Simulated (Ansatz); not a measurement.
Mulliken charges of AgO (`[O][Ag]`) radical from r2SCAN/def2-TZVPP in Ansatz (PBE0-D4/def2-TZVP geometry).

| atom | x (Å) | y (Å) | z (Å) | charge (e) |
| --- | --- | --- | --- | --- |
| O1 | 0.852 | -0.284 | 0.437 | -0.429 |
| Ag2 | -0.852 | 0.284 | -0.437 | 0.429 |

Problem. By hand: the dipole of these point charges (1 e Å = 4.8032 D).

Solution. Σ q r = (-0.731, 0.244, -0.375) e Å, of length 0.857 e Å = 4.12 D.

Problem. How does the dipole of the full density compare? (An estimate is asked.)

Solution. Ansatz gave: (-0.803, 0.267, -0.412) e Å, 4.52 D; the point charges give 0.91 times that, at 0° from its direction.

Point charges leave out the atoms' own dipoles, such as those of lone pairs, and Mulliken's split depends on the basis, so the close match here is no proof of good charges.
